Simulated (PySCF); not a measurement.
Computed shifts of a molecule C2H7F2NSi, PySCF with PBE/pcSseg-1, GIAO, gas phase, atoms alike by connectivity averaged where their shifts nearly agree, in ppm (number of nuclei): ¹⁵N: 9.2 (1). ²⁹Si: -37.9 (1). ¹³C: 126.1 (1), 32.6 (1). ¹⁹F: -145.2 (2). ¹H: 6.59 (1), 5.37 (2), 1.38 (2), 0.07 (2). References: ¹⁵N against NH3 (σ = 267.0 ppm); ²⁹Si against TMS (σ = 335.4 ppm); ¹³C against TMS (σ = 182.0 ppm); ¹⁹F against CFCl3 (σ = 133.6 ppm); ¹H against TMS (σ = 31.49 ppm), references at their B3LYP-D3(BJ)/def2-TZVP geometries, non-relativistic. Geometry optimised at PBE0-D3(BJ)/def2-SVP. Other conformers were not sampled.

Question: Pick the molecule that these values belong to.
A. NC[Si@@H](F)CF
B. CN[SiH2]C(F)F
C. N[SiH2]CC(F)F
D. CCN[SiH](F)F

Answer: C, N[SiH2]CC(F)F
